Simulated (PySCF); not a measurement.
**Vibration and rotation of CsCl**

RHF-CCSD(T) constants of CsCl, ¹Σ⁺ (singlet), closed shell (basis Cs def2-TZVPP with ECP46, Cl def2-TZVPP; scalar-relativistic core potentials; PySCF 2.14; masses 132.9054 and 34.9689 u):

```
ωe              : 206.5 cm⁻¹
ωexe            : 0.705 cm⁻¹
Be              : 0.069982 cm⁻¹
αe              : 0.000340 cm⁻¹
D (centrifugal) : 3.21e-08 cm⁻¹
De to Cs + Cl   : 4.16 eV
```

Problem. Give the vibrational terms G(v) and spacings up to v = 6.

Solution. G(v) = ωe(v+½) − ωexe(v+½)².

| v | G(v) (cm⁻¹) | G(v) − G(v−1) | Bv (cm⁻¹) |
| --- | --- | --- | --- |
| 0 | 103.1 |  | 0.06981 |
| 1 | 308.2 | 205.1 | 0.06947 |
| 2 | 511.8 | 203.7 | 0.06913 |
| 3 | 714.1 | 202.3 | 0.06879 |
| 4 | 915.0 | 200.9 | 0.06845 |
| 5 | 1114.4 | 199.4 | 0.06811 |
| 6 | 1312.5 | 198.0 | 0.06777 |

Problem. How well does the Morse estimate ωe²/(4ωexe) reproduce De, and what is D0?

Solution. It gives 1.87 eV, 45 % of the computed De. D0 = De − G(0) = 4.16 − 0.01 = 4.15 eV.

Measured values (Huber and Herzberg, Constants of Diatomic Molecules (1979)): ωe = 214.17 cm⁻¹, ωexe = 0.731 cm⁻¹, Be = 0.07209149 cm⁻¹, αe = 0.00033756 cm⁻¹.

Correlated steps freeze 5 core orbitals. These are scalar-relativistic numbers at best; spin–orbit coupling would shift them, the dissociation energy most. Where the molecule has an RHF reference, its open-shell atoms are computed with UHF.
